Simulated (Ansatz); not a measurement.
One change: `[CH3][SnH]([NH2])[OH]` becomes `[CH3][SnH]([OH])[AlH2]`.

Ansatz, PBE0-D4/def2-TZVP geometries, multiplicity 1. Each molecule was computed in one conformer, which needn't be the lowest.

Elements past krypton have def2 core potentials.

```json
{"property": "size of the dipole moment (PBE/def2-TZVPP) / D", "`[CH3][SnH]([NH2])[OH]`": "2.39"}
{"property": "HOMO energy (B3LYP/def2-TZVPP) / eV", "`[CH3][SnH]([NH2])[OH]`": "-7.01"}
{"property": "size of the dipole moment (B3LYP/def2-TZVPP) / D", "`[CH3][SnH]([NH2])[OH]`": "2.50"}
{"property": "HOMO–LUMO gap (B3LYP/def2-TZVPP) / eV", "`[CH3][SnH]([NH2])[OH]`": "6.79"}
{"property": "HOMO energy (PBE0/def2-TZVPP) / eV", "`[CH3][SnH]([NH2])[OH]`": "-7.26"}
{"property": "HOMO–LUMO gap (PBE/def2-TZVPP) / eV", "`[CH3][SnH]([NH2])[OH]`": "5.07"}
```

What does the change do to each property? (Estimate.)

Computed: 
```tsv
property	`[CH3][SnH]([OH])[AlH2]`	shift
size of the dipole moment (PBE/def2-TZVPP) / D	1.52	-0.87
HOMO energy (B3LYP/def2-TZVPP) / eV	-6.81	0.20
size of the dipole moment (B3LYP/def2-TZVPP) / D	1.76	-0.74
HOMO–LUMO gap (B3LYP/def2-TZVPP) / eV	4.33	-2.46
HOMO energy (PBE0/def2-TZVPP) / eV	-7.00	0.26
HOMO–LUMO gap (PBE/def2-TZVPP) / eV	2.81	-2.26
```

With PBE0 the HOMO rises by 0.26 eV and the LUMO falls by 2.42 eV, so the gap narrows by about 2.68 eV. PBE moves the HOMO by 0.01 eV and ωB97M-V by 0.62 eV. Dipoles are sizes alone; their direction can turn.

B3LYP here is the variant with VWN-RPA as its local correlation; programs differ in this.
